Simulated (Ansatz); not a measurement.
Basis-set series for `[O]=[W](=[O])([F])[F]`. Charge 0, multiplicity 1. W takes the def2 core potential. Geometry: relaxed with PBE0-D4/def2-TZVP.

```tsv
functional	basis	functions	energy (Eh)	HOMO (eV)	LUMO (eV)
PBE0-D4	def2-TZVPP	180	-417.26118	-9.79	-2.56
PBE0-D4	def2-QZVPP	309	-417.28063	-9.81	-2.58
ωB97M-V	def2-TZVPP	180	-417.43906	-12.14	-0.34
ωB97M-V	def2-QZVPP	309	-417.45713	-12.16	-0.37
```

Problem. Give the rows for def2-SVP. (Estimate.)

Solution. Ansatz gave: 
```
functional     basis  functions  energy (Eh)  HOMO (eV)  LUMO (eV)
   PBE0-D4  def2-SVP         88   -416.79969      -9.79      -2.58
   ωB97M-V  def2-SVP         88   -416.96706     -12.13      -0.36
```
